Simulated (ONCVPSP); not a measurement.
**What one change does to a pseudopotential (Co (Z = 27), ONCV)**

* Element: cobalt
* Generator: ONCVPSP 4.0.1
* Type: optimised norm-conserving Vanderbilt (ONCV)
* Functional: BLYP
* Relativity: fully relativistic
* Frozen core: [Ne]
* Valence charge: 17
* Reference configuration: 3s2 3p6 3d7 4s1.5 (charge +0.5)
* Partial waves: 3s+4s: rc 1.25 bohr, ncon 4, nbas 8, qcut 9.2 1/bohr, 2 projectors; 3p: rc 1.15 bohr, ncon 5, nbas 8, qcut 14 1/bohr, 2 projectors, debl 3.3 Ha; 3d: rc 1.00 bohr, ncon 4, nbas 8, qcut 17.6 1/bohr, local
* Local potential: the d channel
* Core correction: none

Open shells are filled in proportion to 2j + 1.

All-electron outer shells of the reference configuration (BLYP, scalar-relativistic, ld1.x):

| shell | level (eV) | outermost node (bohr) | outermost maximum (bohr) |
| --- | --- | --- | --- |
| 2p | -774.44 | – | 0.17 |
| 3s | -106.36 | 0.31 | 0.66 |
| 3p | -69.68 | 0.28 | 0.68 |
| 3d | -12.32 | – | 0.66 |
| 4s | -9.00 | 0.96 | 2.23 |

Change: s: rc 1.76.

Cutoffs: the cutoffs (Ha) at which the residual kinetic energy of the hardest occupied pseudo-wave falls to 1 and 0.1 mHa per electron; they do not see the model core or the augmentation charge, which bear on the density cutoff. Errors are all-electron minus pseudo energies relative to the spin-unpolarised reference configuration.

Q: Predict the effect on cutoff, ghosts and configuration errors.

A: The potential gets neither clearly harder nor softer (105 Ha and 120 Ha → 105 Ha and 120 Ha); the d channel sets the loose cutoff, while the largest relative change is in s, which becomes softer; of the 4 tests that both files solve, the error grows in 1 and shrinks in 0 by more than 15 % and 0.3 meV (median size 1.2 → 1.2 meV); neither file shows a bound ghost. In the base the local d channel has no projectors, so it cannot carry the spin–orbit splitting, and the file is wrong for that shell. In the changed file the local d channel has no projectors, so it cannot carry the spin–orbit splitting, and the file is wrong for that shell.

| quantity | base | changed |
| --- | --- | --- |
| cutoff, loose | 105 Ha | 105 Ha |
| cutoff, tight | 120 Ha | 120 Ha |
| loose cutoff by channel | s 31 Ha, p 51 Ha, d 105 Ha | s 16 Ha, p 51 Ha, d 105 Ha |
| bound ghosts | none | none |
| GHOST(+) flags under 300 eV | p3/2 at 179.9 eV, p1/2 at 209.2 eV, s at 281.6 eV | s at 122.7 eV, p3/2 at 179.9 eV, p1/2 at 209.2 eV |
| largest miss of a reference level, eV | 0.12 | 0.12 |
| error for 3s2 3p6 3d7 4s2, meV [ΔE -3.59 eV] | 0.0 | +0.1 |
| error for 3s2 3p6 3d7 4s1, meV [ΔE 5.45 eV] | +0.2 | +0.2 |
| error for 3s2 3p6 3d7 4s0, meV [ΔE 22.43 eV] | +2.2 | +2.2 |
| error for 3s2 3p6 3d6 4s2, meV [ΔE 11.49 eV] | +3.5 | +6.6 |
| p3/2: phases at 1.16 bohr within 0.05 rad from the reference energy up to (Ha; the scan ends near 5) | 4.0 | 4.0 |
| p1/2: phases at 1.16 bohr within 0.05 rad from the reference energy up to (Ha; the scan ends near 5) | 4.2 | 4.2 |
| d5/2: phases at 1.01 bohr within 0.05 rad from the reference energy up to (Ha; the scan ends near 5) | 4.5 | 4.5 |
| d3/2: phases at 1.01 bohr within 0.05 rad from the reference energy up to (Ha; the scan ends near 5) | 4.4 | 4.4 |
